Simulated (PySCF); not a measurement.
Radial density of Tm²⁺ (thulium, charge +2)

M06-L, [Xe] 4f12 5d1, one real determinant (an excited configuration). All numbers are calculated (PySCF 2.14, the spin-free X2C one-electron Hamiltonian (Gaussian nucleus), in x2c-TZVPPall).

```
r (bohr)  4πr²ρ (e/bohr)  4πr²(ρα − ρβ)
  0.0244           82.07         0.0019
  0.0410           102.3         0.0058
  0.0690           122.1         0.0142
   0.116           94.32         0.0826
   0.195           106.9         0.5344
   0.328           51.79         2.0962
   0.552           56.68         2.8502
   0.929           18.73         1.3888
    1.56           7.328         0.5285
    2.63          0.8684         0.3257
    4.42         0.09776         0.0968
    7.43       0.0003381         0.0003
```

Densities and radii are taken from the X2C orbitals without a picture-change correction, which distorts them close to the nucleus.

⟨L²⟩ = 28.37 against 56 for a pure K term, so this real determinant mixes terms. Spin-orbit coupling, absent here, splits the open shell strongly. The s, p, d and f populations moved away from the nominal configuration during the SCF.
